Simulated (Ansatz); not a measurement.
Steps of a relaxation of BH8NSSi2, SMILES `BN[SiH]([SiH3])S` with RKS PBE0-D4/def2-TZVP.

```sh
$ ansatz run in.yaml --threads 4 --pin off --events-out ev --progress --plain --max-ram 10444MiB
```

```yaml
crystal:
  periodic: [false, false, false]
  atoms:
    - {symbol: B, position_ang: [-1.045542, 0.874116, 1.594510]}
    - {symbol: N, position_ang: [-0.903720, 1.242307, 0.243094]}
    - {symbol: Si, position_ang: [-0.100456, 0.292712, -1.029113]}
    - {symbol: Si, position_ang: [0.498771, -1.824126, -0.206700]}
    - {symbol: S, position_ang: [1.662979, 1.282149, -1.811778]}
    - {symbol: H, position_ang: [-0.596539, -0.198619, 1.963455]}
    - {symbol: H, position_ang: [-1.604153, 1.622869, 2.375216]}
    - {symbol: H, position_ang: [-1.267401, 2.160244, -0.039846]}
    - {symbol: H, position_ang: [-0.991407, 0.243395, -2.240200]}
    - {symbol: H, position_ang: [1.007908, -2.616459, -1.382020]}
    - {symbol: H, position_ang: [1.618719, -1.668408, 0.786753]}
    - {symbol: H, position_ang: [-0.643977, -2.568860, 0.427227]}
    - {symbol: H, position_ang: [2.385217, 1.123781, -0.665799]}
basis:
  gaussian: {orbitals: def2-TZVP}
hamiltonian: {xc: pbe0, dispersion: d4}
relax: {f_tol: 0.005, max_steps: 150}
```

Positions (Å) and forces (eV/Å) along the path, 10 of 13 steps:

```xyz
13
step=1 energy=-28878.1922 eV
B    -1.046    0.874    1.595    0.016    0.032   -0.046
N    -0.904    1.242    0.243    0.082    0.054   -0.286
Si   -0.100    0.293   -1.029   -0.174    0.430    0.222
Si    0.499   -1.824   -0.207    0.075   -0.179    0.034
S     1.663    1.282   -1.812   -0.083   -0.226    0.568
H    -0.597   -0.199    1.963   -0.168    0.388   -0.144
H    -1.604    1.623    2.375    0.212   -0.292   -0.299
H    -1.267    2.160   -0.040    0.230   -0.589    0.189
H    -0.991    0.243   -2.240    0.184    0.006    0.260
H     1.008   -2.616   -1.382   -0.111    0.172    0.249
H     1.619   -1.668    0.787   -0.246   -0.031   -0.201
H    -0.644   -2.569    0.427    0.238    0.174   -0.136
H     2.385    1.124   -0.666   -0.255    0.060   -0.413
13
step=2 energy=-28878.2403 eV
B    -1.031    0.870    1.582   -0.031   -0.004   -0.021
N    -0.890    1.236    0.238    0.095   -0.107   -0.200
Si   -0.100    0.289   -1.021   -0.129    0.271    0.209
Si    0.496   -1.817   -0.205    0.016   -0.066    0.020
S     1.641    1.279   -1.792    0.034   -0.055    0.168
H    -0.593   -0.194    1.944   -0.037    0.117   -0.035
H    -1.587    1.606    2.353    0.074   -0.078   -0.078
H    -1.252    2.142   -0.043    0.064   -0.150    0.058
H    -0.985    0.237   -2.218    0.044   -0.008    0.054
H     1.001   -2.601   -1.370   -0.025    0.037    0.063
H     1.600   -1.662    0.785   -0.057   -0.013   -0.046
H    -0.642   -2.547    0.421    0.055    0.034   -0.034
H     2.363    1.129   -0.659   -0.103    0.022   -0.159
13
step=3 energy=-28878.2454 eV
B    -1.037    0.854    1.572    0.091    0.056    0.049
N    -0.891    1.226    0.234    0.054   -0.029   -0.078
Si   -0.092    0.299   -1.014   -0.075   -0.013    0.018
Si    0.489   -1.811   -0.198    0.028    0.004   -0.008
S     1.638    1.289   -1.797   -0.015   -0.003    0.023
H    -0.589   -0.198    1.934   -0.032   -0.029   -0.004
H    -1.574    1.592    2.346   -0.043   -0.011    0.002
H    -1.243    2.133   -0.039   -0.028    0.029    0.009
H    -0.972    0.237   -2.209   -0.007   -0.003   -0.018
H     0.993   -2.596   -1.355    0.008   -0.010   -0.011
H     1.587   -1.662    0.792    0.011   -0.009    0.017
H    -0.647   -2.539    0.423   -0.019    0.008   -0.001
H     2.359    1.139   -0.673    0.026    0.012    0.003
13
step=4 energy=-28878.2464 eV
B    -1.024    0.863    1.575   -0.055   -0.022    0.010
N    -0.887    1.228    0.234    0.025   -0.005   -0.014
Si   -0.099    0.295   -1.013    0.028   -0.025    0.021
Si    0.492   -1.815   -0.201   -0.006    0.007    0.000
S     1.632    1.285   -1.790    0.011    0.029   -0.059
H    -0.591   -0.195    1.935    0.022   -0.007    0.009
H    -1.576    1.595    2.344    0.009    0.020    0.014
H    -1.244    2.132   -0.042   -0.017    0.029    0.006
H    -0.979    0.233   -2.209    0.000   -0.001   -0.013
H     0.998   -2.601   -1.357    0.003   -0.003   -0.012
H     1.587   -1.674    0.795    0.003    0.003    0.010
H    -0.652   -2.537    0.414   -0.012   -0.011    0.005
H     2.364    1.156   -0.670   -0.010   -0.014    0.022
13
step=6 energy=-28878.2469 eV
B    -1.026    0.862    1.576   -0.005    0.001    0.006
N    -0.885    1.229    0.234    0.008   -0.008   -0.019
Si   -0.097    0.295   -1.013    0.004    0.003    0.007
Si    0.491   -1.815   -0.200   -0.001    0.001   -0.001
S     1.633    1.287   -1.795    0.001    0.002   -0.004
H    -0.584   -0.193    1.937   -0.002   -0.003    0.001
H    -1.578    1.594    2.345    0.002    0.003    0.000
H    -1.245    2.133   -0.042   -0.005    0.003    0.009
H    -0.977    0.233   -2.210   -0.003   -0.004    0.001
H     1.000   -2.599   -1.357    0.002    0.002    0.000
H     1.584   -1.673    0.799   -0.002   -0.002    0.002
H    -0.653   -2.539    0.411   -0.003   -0.001   -0.001
H     2.356    1.151   -0.670    0.003    0.003   -0.002
13
step=7 energy=-28878.2470 eV
B    -1.025    0.862    1.576    0.004    0.003    0.003
N    -0.884    1.228    0.235    0.002   -0.001   -0.013
Si   -0.095    0.296   -1.013    0.006   -0.008    0.008
Si    0.491   -1.815   -0.200    0.001    0.002    0.000
S     1.633    1.288   -1.797   -0.007    0.002   -0.006
H    -0.580   -0.192    1.938   -0.004   -0.003    0.000
H    -1.577    1.594    2.345   -0.001    0.002    0.000
H    -1.247    2.132   -0.041   -0.003    0.002    0.008
H    -0.978    0.229   -2.208    0.002    0.003   -0.002
H     1.003   -2.597   -1.357    0.002    0.000    0.000
H     1.579   -1.677    0.804   -0.001   -0.002    0.001
H    -0.658   -2.539    0.405   -0.002    0.000   -0.001
H     2.358    1.155   -0.673    0.001    0.001    0.001
13
step=10 energy=-28878.2472 eV
B    -1.029    0.859    1.577   -0.004    0.004    0.001
N    -0.872    1.230    0.239   -0.002    0.002    0.008
Si   -0.094    0.293   -1.012    0.002    0.001   -0.004
Si    0.493   -1.817   -0.196   -0.002   -0.001    0.001
S     1.623    1.291   -1.813   -0.001   -0.001   -0.002
H    -0.611   -0.207    1.936    0.002   -0.003   -0.001
H    -1.572    1.598    2.346    0.001   -0.001    0.000
H    -1.216    2.143   -0.030    0.002   -0.002   -0.005
H    -0.983    0.220   -2.202   -0.001    0.001    0.001
H     1.021   -2.594   -1.350    0.001    0.000    0.001
H     1.568   -1.681    0.822   -0.001    0.001   -0.001
H    -0.662   -2.545    0.391    0.002    0.001   -0.002
H     2.356    1.175   -0.693    0.001    0.000    0.001
13
step=11 energy=-28878.2472 eV
B    -1.031    0.857    1.577    0.004    0.003    0.003
N    -0.869    1.232    0.240   -0.003    0.001    0.005
Si   -0.095    0.293   -1.012   -0.001   -0.001   -0.003
Si    0.493   -1.816   -0.196    0.001   -0.002    0.002
S     1.621    1.290   -1.818    0.001    0.000    0.001
H    -0.619   -0.212    1.934   -0.001    0.000   -0.002
H    -1.570    1.598    2.347   -0.001   -0.003   -0.001
H    -1.208    2.147   -0.027    0.002   -0.002   -0.005
H    -0.986    0.219   -2.200   -0.001    0.001    0.000
H     1.027   -2.593   -1.347    0.000    0.002    0.000
H     1.564   -1.677    0.826    0.000   -0.001    0.000
H    -0.662   -2.547    0.388    0.001    0.001   -0.001
H     2.356    1.175   -0.698   -0.001   -0.001   -0.001
13
step=12 energy=-28878.2472 eV
B    -1.031    0.857    1.577   -0.009   -0.007   -0.003
N    -0.868    1.233    0.241    0.001    0.004    0.003
Si   -0.096    0.293   -1.012    0.000   -0.002    0.005
Si    0.494   -1.815   -0.195    0.002   -0.001   -0.002
S     1.619    1.288   -1.820    0.002    0.001    0.001
H    -0.624   -0.215    1.932    0.003    0.005    0.000
H    -1.571    1.596    2.348    0.004    0.000    0.000
H    -1.204    2.149   -0.026    0.001    0.000   -0.003
H    -0.989    0.219   -2.198    0.001    0.001    0.000
H     1.032   -2.589   -1.345    0.000    0.000    0.001
H     1.562   -1.675    0.829    0.000    0.000    0.000
H    -0.661   -2.549    0.386    0.000    0.000    0.000
H     2.357    1.172   -0.703   -0.003   -0.001   -0.003
13
step=13 energy=-28878.2472 eV
B    -1.032    0.857    1.577    0.004    0.000    0.000
N    -0.868    1.233    0.241   -0.002    0.000    0.002
Si   -0.096    0.293   -1.012    0.001    0.002    0.002
Si    0.494   -1.815   -0.195   -0.001    0.000   -0.003
S     1.619    1.289   -1.820    0.002    0.000    0.003
H    -0.622   -0.214    1.933   -0.002    0.000    0.000
H    -1.571    1.596    2.348   -0.001   -0.001    0.000
H    -1.205    2.149   -0.026    0.000    0.000   -0.002
H    -0.988    0.220   -2.199   -0.001   -0.002    0.001
H     1.031   -2.589   -1.346    0.000   -0.001    0.001
H     1.563   -1.675    0.829    0.000    0.001    0.000
H    -0.661   -2.548    0.387    0.000   -0.001    0.000
H     2.357    1.170   -0.702   -0.001    0.001   -0.003
```

Hardware: 4 threads of an Arm Neoverse V2 on a shared host. Wall time 55 s, peak host memory 0.69 GiB.
